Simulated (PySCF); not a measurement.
**Two-component Hartree-Fock for Sn (tin, neutral)**

Start: [Kr] 4d10 5s1 5p3; 5s1/2 filled at m_j = +1/2; 5p3/2 filled at m_j = -1/2, +1/2, +3/2. Calculated with PySCF 2.14 in x2c-TZVPall-2c: generalised Hartree-Fock with the X2C-1e Hamiltonian and a Gaussian nucleus; one run each with spin-orbit coupling (SO) switched off, then screened by Boettger's factors. This is a chosen level, not necessarily the ground level.

```csv
spinor shell,electrons,"ε, spin-free (eV)","ε, screened SO (eV)",weight of nominal j (screened SO),"rms radius, screened SO (bohr)"
1s1/2,2,-29348.0,-29345.3,1.000,0.0333
2s1/2,2,-4524.2,-4523.5,1.000,0.136
2p1/2,2,-4054.5,-4214.5,1.000,0.118
2p3/2,4,-4054.5,-3981.5,1.000,0.123
3s1/2,2,-913.67,-913.45,1.000,0.361
3p1/2,2,-756.43,-786.57,1.000,0.354
3p3/2,4,-756.43,-742.59,1.000,0.366
3d3/2,4,-514.91,-520.10,1.000,0.340
3d5/2,6,-514.91,-511.22,1.000,0.343
4s1/2,2,-160.88,-160.82,1.000,0.875
4p1/2,2,-111.11,-116.57,0.999,0.930
4p3/2,4,-111.11,-108.57,1.000,0.959
4d3/2,4,-36.521,-37.216,0.968,1.18
4d5/2,6,-36.521,-35.998,0.978,1.19
5s1/2,1,-18.341,-18.321,1.000,2.63
5p3/2,3,-8.550,-8.557,0.638,3.29
```

```tsv
quantity	spin-free	screened SO
E (hartree)	-6172.93798	-6174.40132
M_J	2	2
⟨J²⟩	6.005	6.005
⟨L²⟩	0.000	0.028
⟨S²⟩	6.005	6.003
```

Each row is a mean over spinors that exchange with the open shell spreads, by up to 0.638 eV (4s1/2).

Rows whose weight is well below 1 are mixtures of j = l ± 1/2: exchange outweighs spin-orbit coupling there, and the label is only the starting occupation.

Breit and QED terms are absent; they matter most for the inner s and p1/2 levels.

Densities and radii are taken from the X2C orbitals without a picture-change correction, which distorts them close to the nucleus.

Without spin-orbit coupling the j labels of p, d and f shells carry no meaning; the spin-free column gives the mean over the occupied spinors of each nl shell.
